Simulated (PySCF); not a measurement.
## Which orbitals make which state

Species: C₅H₄NO₂ (charge -1).
SMILES: `C/C(=C\C#N)C(=O)[O-]`

Method: TDDFT CAM-B3LYP/def2-SVPD, vertical, gas phase, core orbitals frozen in the response (PySCF). Geometry: GFN2-xTB; no solvent, vibrations or thermal averaging. GFN2-xTB frequencies show an imaginary mode (46i cm⁻¹), so this geometry is no minimum at that level. Torsions of this conformer, `[CH3:1]/[C:2](=[CH:3]\[C:4]#[N:5])[C:6](=[O:7])[O-:8]`: C1–C2–C6–O7 1°.

Orbital energies (eV): HOMO-3 -5.12, HOMO-2 -4.27, HOMO-1 -4.14, HOMO -3.90, LUMO 3.33, LUMO+1 4.58, LUMO+2 5.39.

Computed singlets:

| state | E (eV) | f |
| --- | --- | --- |
| S1 | 3.86 | 0.0000 |
| S2 | 4.00 | 0.0000 |
| S3 | 4.77 | 0.0087 |
| S4 | 5.70 | 0.355 |
| S5 | 5.96 | 0.052 |
| S6 | 6.16 | 0.033 |
| S7 | 6.34 | 0.0001 |
| S8 | 6.58 | 0.0001 |

Task: Which orbital pair leads each of S1, S2, S3, S5, S6 and S7, and how does its energy difference Δε compare with the excitation energy?

Result: 

```tsv
state	leading configuration	weight	Δε (eV)	E (eV)	E − Δε (eV)	f	other configurations
S1	HOMO→LUMO	0.81	7.23	3.86	-3.37	0.0000	H-1→L (15%)
S2	HOMO-1→LUMO	0.81	7.47	4.00	-3.46	0.0000	H→L (14%)
S3	HOMO-2→LUMO	0.98	7.60	4.77	-2.83	0.0087	–
S5	HOMO→LUMO+1	0.71	8.48	5.96	-2.52	0.052	H→L+3 (11%)
S6	HOMO-1→LUMO+1	0.80	8.72	6.16	-2.56	0.033	–
S7	HOMO-2→LUMO+1	0.73	8.84	6.34	-2.50	0.0001	H-2→L+3 (13%)
```

E − Δε runs from -3.46 to -2.50 eV. Among themselves, these states come in the order of their orbital differences.

H and L stand for HOMO and LUMO. The other states: S4 5.70 eV, f 0.355, H-3→L (89%); S8 6.58 eV, f 0.0001, H-4→L (30%), H-3→L+4 (24%), H-3→L+3 (21%).

Triplets (Tamm–Dancoff): T1 3.40 eV, H-3→L (84%), H-2→L (10%); T2 3.57 eV, H-1→L (73%), H→L (21%); T3 3.76 eV, H→L (72%), H-1→L (21%).

Summed over the main configurations (up to three a state, each over 8%) of all 8 singlets, the electron leaves HOMO-2 with weight 1.84, HOMO with weight 1.77, HOMO-1 with weight 1.75 and HOMO-3 with weight 1.34.

No detachment energy is given for this anion; states above it aren't bound, and a finite basis only mimics them.

On one thread, Arm Neoverse V2, shared host, this took 37 s.
